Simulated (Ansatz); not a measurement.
A run for Ansatz (a quantum-chemistry and plane-wave program): U-CCSD(T)/cc-pVDZ on N (SMILES [N]).

Ansatz 0.2 input:
```yaml
crystal:
  periodic: [false, false, false]
  atoms:
    - {symbol: N, position_ang: [0.00000000, 0.00000000, 0.00000000]}
basis:
  gaussian:
    orbitals: cc-pVDZ
magnetization: {spin_polarized: true, initial_magnetization: 3}
correlation: {method: ccsd_t, electrons: outside_noble_gas}
scf: {omitted_lower_state_checks: [cluster_reference]}
```

Program output:

```
WARN ansatz: RAYON_NUM_THREADS=1 ignored (pool sized by the plan → 1); use --threads N
Functional definition: HF
these checks for a lower state are left out or cut short: cluster_reference
integrals: 0.00 GiB planned
71 factors; integrals over basis functions are off by at most 1.1e-4 eV
mean field: 0.04 GiB planned
mean field evaluation 1: about -1479.9708 eV, gradient 4.0e0 eV
mean field evaluation 2: about -1479.9713 eV, gradient 4.0e0 eV
mean field evaluation 4: about -1480.0576 eV, gradient 1.2e-1 eV
mean field evaluation 8: about -1480.0576 eV, gradient 2.2e-5 eV
mean field -1480.05762416 eV, -54.3911144687 hartree, gradient 6.0e-7 eV, S^2 3.754031; 0 other end points of the search recorded, 0 dependent functions left out
1 core orbitals not correlated
reference -1480.05762416 eV, -54.3911144687 hartree; 4, 1 occupied and 9, 12 virtual orbitals, 71 factors
second order -1.92493528 eV of doubles, -0.00000000 eV of singles
coupled cluster: 0.04 GiB planned
cycle   1  -2.26866942 eV  change   -3.4e-1 eV  update   2.8e-2
cycle   2  -2.35730785 eV  change   -8.9e-2 eV  update   8.0e-3
cycle   3  -2.36071076 eV  change   -3.4e-3 eV  update   1.8e-3
cycle   4  -2.36089582 eV  change   -1.9e-4 eV  update   2.8e-4
cycle   5  -2.36080599 eV  change    9.0e-5 eV  update   5.0e-5
cycle   6  -2.36085127 eV  change   -4.5e-5 eV  update   6.2e-6
cycle   7  -2.36084345 eV  change    7.8e-6 eV  update   7.3e-7
cycle   8  -2.36084456 eV  change   -1.1e-6 eV  update   1.0e-7
perturbative correction -0.01707069 eV, -0.0006273361 hartree
Total energy: -1482.43553940 eV, -54.4785012421 hartree
Checks for a lower state left out: cluster_reference
```

The run converged.

Cost: about 0.4 core-seconds (a rough figure).
